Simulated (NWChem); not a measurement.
# CH4NO cation; SMILES NC=[OH+]

Computed with NWChem. Each level has its own optimisation; frequencies are unscaled. One conformer.

| level | r C–N (Å) | r H–N (Å) | r C–O (Å) | r C–H (Å) | highest harmonic frequency (cm⁻¹) | lowest (cm⁻¹) | zero-point energy (kcal/mol) |
|---|---|---|---|---|---|---|---|
| B3LYP/3-21G | 1.304 | 1.024 | 1.309 | 1.083 | 3527 | 557 | 37.0 |
| Hartree-Fock/3-21G | 1.285 | 1.007 | 1.292 | 1.069 | 3801 | 601 | 39.9 |
| PBE0/def2-SVP | 1.297 | 1.020 | 1.276 | 1.098 | 3751 | 563 | 37.7 |
